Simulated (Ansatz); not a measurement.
`O[SiH]([SiH3])[TeH]` at its PBE0-D4/def2-TZVP geometry, where that method's forces vanish. Total charge 0; spin multiplicity 1. Te: def2 effective core potential.

```xyz
10

O     1.7228    0.1733   -1.3213
Si    0.6737    0.7215   -0.1721
Si   -0.2782   -0.9876    1.1128
Te   -1.2358    2.0415   -1.1094
H     1.3440   -0.2428   -2.0977
H     1.4601    1.6817    0.6398
H    -1.1976   -1.7773    0.2474
H    -1.0584   -0.3924    2.2293
H     0.7557   -1.9031    1.6681
H    -2.1863    0.6851   -1.1969
```

(1) What forces (eV/Å) does ωB97M-V/def2-TZVPP give on these atoms in Ansatz 0.2.0? (Estimate.)

## Answers

(1) Ansatz gave: 
```
O1  -0.011 -0.046 -0.094
Si2 -0.045  0.141  0.206
Si3 -0.036 -0.077  0.047
Te4  0.004 -0.154  0.019
H5   0.036  0.009  0.009
H6  -0.089 -0.112 -0.089
H7   0.100  0.091  0.090
H8   0.087 -0.059 -0.129
H9  -0.116  0.111 -0.066
H10  0.070  0.096  0.006
```
